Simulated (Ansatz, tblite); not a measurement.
Cost and result up the ladder for Al(H2O)F3 (AlOF₃H₂) (7 atoms). Total charge 0; singlet. Geometry: PBE0-D4/def2-SVP.

```xyz
7

Al    0.735   -0.250    0.306
O    -1.118    0.142   -0.145
H    -1.265    1.100   -0.117
H    -1.314   -0.158   -1.046
F     1.098   -0.939   -1.168
F     0.707   -1.241    1.633
F     1.157    1.346    0.538
```

Ansatz on 4 threads of Arm Neoverse V2 on a shared host; xTB runs through tblite on one thread. Times are rough, summed over both states, and most runs start from the orbitals of an earlier one. PBE0-D4/def2-TZVP serves as the yardstick here, not as an exact answer. The other state is a doublet.

The xTB rows come from tblite. HOMO above LUMO, or a gap near zero within one spin, warns that the state may not be the lowest or that an electron is smeared out.

Raw xTB energies of ions are shifted by several eV.

```json
{"level": "r2SCAN-D4/def2-TZVP", "functions": "173", "vertical IE (eV)": "12.68", "difference from PBE0-D4/def2-TZVP (eV)": "-0.53", "remarks": "–"}
{"level": "PBE0-D4/def2-TZVP", "functions": "173", "vertical IE (eV)": "13.21", "difference from PBE0-D4/def2-TZVP (eV)": "0.00", "remarks": "–"}
{"level": "GFN2-xTB", "functions": "27", "vertical IE (eV)": "16.90", "difference from PBE0-D4/def2-TZVP (eV)": "3.69", "remarks": "–"}
{"level": "PBE-D4/def2-TZVP", "functions": "173", "vertical IE (eV)": "12.34", "difference from PBE0-D4/def2-TZVP (eV)": "-0.88", "remarks": "gap within one spin near zero (+1 doublet)"}
{"level": "GFN1-xTB", "functions": "29", "vertical IE (eV)": "17.41", "difference from PBE0-D4/def2-TZVP (eV)": "4.20", "remarks": "–"}
```

Q: Estimate how long each takes.

A: GFN2-xTB 0.007 s; GFN1-xTB 0.008 s; PBE-D4/def2-TZVP 4.3 s; PBE0-D4/def2-TZVP 7.9 s; r2SCAN-D4/def2-TZVP 9.5 s. On shared hardware such times vary by a factor of up to 3.
